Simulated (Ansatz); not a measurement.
Job for Ansatz (a program for electronic structure): U-r2SCAN/def2-TZVPP on BH3N (SMILES B[NH]), 2S+1 = 2, atoms moved off the minimum.

Ansatz 0.2 input:
```yaml
crystal:
  periodic: [false, false, false]
  atoms:
    - {symbol: B, position_ang: [-0.72115736, 0.09928797, 0.03169871]}
    - {symbol: N, position_ang: [0.68761248, -0.17049886, -0.04046335]}
    - {symbol: H, position_ang: [-1.51183682, -0.78086353, -0.05193929]}
    - {symbol: H, position_ang: [-1.01742813, 1.39589296, 0.18794701]}
    - {symbol: H, position_ang: [1.63563403, -0.03621819, -0.04508205]}
basis:
  gaussian:
    orbitals: def2-TZVPP
hamiltonian:
  xc: {name: r2SCAN}
magnetization: {spin_polarized: true, initial_magnetization: 1}
output: {forces: true}
```

The head of its log:

```
WARN ansatz: RAYON_NUM_THREADS=1 ignored (pool sized by the plan → 1); use --threads N
Functional definition: r2SCAN
integrals: 0.02 GiB planned
501 factors; their error is unknown
mean field: 0.29 GiB planned
mean field evaluation 1: about -2206.9909 eV, gradient 3.7e1 eV
mean field evaluation 2: about -2184.9788 eV, gradient 6.9e1 eV
```

Q: What total energy does the run end on?

A: -81.3179 hartree.
